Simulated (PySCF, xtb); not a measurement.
Sb(Cl)2(TeH) (Cl2HSbTe), SMILES [Cl][Sb]([Cl])[TeH].

GFN2-xTB (xtb) at its own geometry gives an orbital gap of 3.54 eV and a dipole moment of 3.00 D.

Coordinates come from a B3LYP-D3(BJ)/def2-SVP optimisation. The structure was generated by enumeration; whether it is a known compound was not checked. The def2 effective core potentials stand for the cores of Sb, Te; spin–orbit coupling is left out.

Problem. What does ωB97X/def2-TZVP run with PySCF give? (An estimate is asked for; the answer gives what the named calculation found.)

Solution. gap 8.56 eV (levels -9.09 and -0.52 eV), dipole 3.01 D.
